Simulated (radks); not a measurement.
Values are calculated unless marked as measured or tabulated.
Charge is removed step by step from the 2s1/2 level of F+, starting from [He] 2s2 2p4. Level of theory: Dirac Kohn-Sham, PBE, spin-unpolarised, spherical densities, point nucleus; open shells fill j = l - 1/2 first (a radial shooting solver on a logarithmic mesh with Libxc functionals).

removed (e),E - E(0) (eV),eigenvalue (eV),E minus straight line (eV)
0,0.000,-47.379,0.000
0.125,6.074,-49.812,-1.101
0.25,12.454,-52.281,-1.897
0.375,19.146,-54.783,-2.381
0.5,26.152,-57.319,-2.550
0.625,33.477,-59.886,-2.401
0.75,41.124,-62.485,-1.928
0.875,49.099,-65.113,-1.129
1,57.404,-67.771,0.000

Removing the whole electron costs 57.404 eV by Delta-SCF, against 47.379 eV from minus the eigenvalue at the starting occupation. Slater's transition state (half an electron removed) gives 57.319 eV. Integrating minus the eigenvalue over the occupation (Janak's theorem) gives 57.404 eV. The mean slope of the eigenvalue, de/dn, is 20.4 eV per electron.
